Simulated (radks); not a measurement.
Values are calculated unless marked as measured or tabulated.
Question: Radial electron density D(r) = 4 pi r^2 rho(r) of an atom or ion with 14 electrons. Level of theory: Dirac Kohn-Sham, PBE, spin-unpolarised, spherical densities, point nucleus (a radial shooting solver on a logarithmic mesh with Libxc functionals).

r (bohr)  D(r) (e/bohr)
0.006477         0.9815
0.008434          1.564
0.01098           2.449
0.0143            3.747
0.01862           5.565
0.02425           7.951
0.03157           10.80
0.04111           13.76
0.05353           16.15
0.0697            17.12
0.09076           16.12
0.1182            13.60
0.1539            11.27
0.2004            11.13
0.2609            13.45
0.3398            15.80
0.4424            15.04
0.5761            10.65
0.7501            5.504
0.9846            2.616
1.282             2.275
1.669             2.394
2.174             1.771
2.831            0.8232
3.686            0.2345
4.799           0.03858
6.249          0.003140
8.138         0.0001037

What is the nuclear charge?

Answer: Z = 15. The innermost maximum, from 1s, lies near gamma/Z bohr with gamma = sqrt(1 - (Z/c)^2) = 0.994, here 0.0663 bohr (found: 0.0697), and its height grows with Z. The density is that of the phosphorus ion P+ in [Ne] 3s2 3p2; the configuration itself is not fixed sharply by these data, and Z only to about a unit. D(r) has 3 maxima, at r = 0.0697, 0.371, 1.57 bohr, and minima at 0.178, 1.17 bohr, inside which lie 2.19, 10.38 electrons.
